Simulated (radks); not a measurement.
Results of a calculation; reference values are marked as such.
Task: Species: Al3+. Configuration: [Ne]. Level of theory: non-relativistic Kohn-Sham, exchange-only LDA, spin-polarised, spherical densities, point nucleus (a radial shooting solver on a logarithmic mesh with Libxc functionals). Some entries of the table are withheld. Estimate them.

orbital,occ.,eigenvalue (eV),<r^2> (bohr^2)
1s,2,-1533.808,(1)
2s,2,(2),0.4725
2p,6,-102.1561,0.4551

Result: 
(1) 1s <r^2> (bohr^2): 0.01969
(2) 2s eigenvalue (eV): -139.4518
